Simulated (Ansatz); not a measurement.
Compare A (`OCN[SiH3]`) with its isomer B (`CO[SiH2]N`).

Isolated molecules relaxed with PBE0-D4/def2-TZVP in Ansatz; ΔE leaves out vibrations. CCSD(T)/CBS adds triple-zeta CCSD(T) − MP2 to the extrapolated MP2 energy (def2 sets, frozen cores). This one scheme is used for every species. DFT in def2-TZVPP. B3LYP here is the variant with VWN-RPA as its local correlation; programs differ in this. Each species was taken in one conformer, which may not be the lowest.

Which is lower in electronic energy at CCSD(T)/CBS, and by how much? (Best estimate.)

Ansatz gave: B, by 153.1 kJ/mol.

Give E(B) − E(A) in kJ/mol with CCSD(T)/def2-TZVPP, CCSD/def2-TZVPP, PBE-D4, r2SCAN-D4, B3LYP, PBE0-D4, B2PLYP. (Estimate.)

Ansatz gave: CCSD(T)/def2-TZVPP -149.4, CCSD/def2-TZVPP -151.0, PBE-D4 -138.6, r2SCAN-D4 -151.1, B3LYP -151.2, PBE0-D4 -142.6, B2PLYP -153.8. None reverses the order clearly.

Largest T1 diagnostic: 0.011.

In def2-TZVPP, CCSD(T) changes the Hartree–Fock value by +8.8 kJ/mol (the triples alone add +1.6 kJ/mol) and MP2 by +3.6 kJ/mol. From PBE to PBE0 (25 % exact exchange), in def2-TZVPP and without D4, E(B) − E(A) moves by −4.0 kJ/mol.
